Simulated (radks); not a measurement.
Results of a calculation; reference values are marked as such.
Q: The mean radii <r> (bohr) of the occupied orbitals of an atom or ion are listed with their occupations. Code: a radial shooting solver on a logarithmic mesh with Libxc functionals. Model: scalar-relativistic Kohn-Sham, PBE, spin-unpolarised, spherical densities, point nucleus.

| orbital | occ. | <r> |
|---|---|---|
| 1s | 2 | 0.02001 |
| 2s | 2 | 0.08490 |
| 2p | 6 | 0.07544 |
| 3s | 2 | 0.2204 |
| 3p | 6 | 0.2195 |
| 3d | 10 | 0.1991 |
| 4s | 2 | 0.4713 |
| 4p | 6 | 0.4900 |
| 4d | 9 | 0.5021 |

Name the element and its charge.

A: Z = 69, thulium, charge +24: Tm24+ in [Kr] 4d9. The 1s radius gives Z: for a bare nucleus <r> = (2 gamma + 1)/(2Z) with gamma = sqrt(1 - (Z/c)^2), 0.01977 bohr for Z = 69, and screening makes it slightly larger (0.02001 here). The occupations add up to 45, and the charge is Z minus that.
